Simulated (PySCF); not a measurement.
Ge(H)2(Cl)(OH) (ClGeH3O), SMILES [OH][GeH2][Cl]. Coordinates come from a PBE0-D3(BJ)/def2-TZVP optimisation. The values are those of a single conformer.

Method: PBE0-D3(BJ)/def2-TZVP in PySCF.

Harmonic wavenumbers (cm⁻¹): 171, 247, 424, 535, 654, 727, 793, 858, 943, 2171, 2218, 3893. Rotational constants (GHz): 12.77, 3.401, 2.802; symmetry number 1.

**Question.** Work out the zero-point energy and the ideal-gas rigid-rotor harmonic-oscillator thermochemistry at 298.15 K and 1 atm.

**Answer.** ZPE = ½ Σ hcν = ½ × 13634 cm⁻¹ = 81.55 kJ/mol. H − E(el) = 96.74 kJ/mol. Entropy in J/(mol K): translation 169.17, rotation 106.20, vibration 28.31, total 303.68. G − E(el) = 6.20 kJ/mol. Cp = 73.48 J/(mol K).
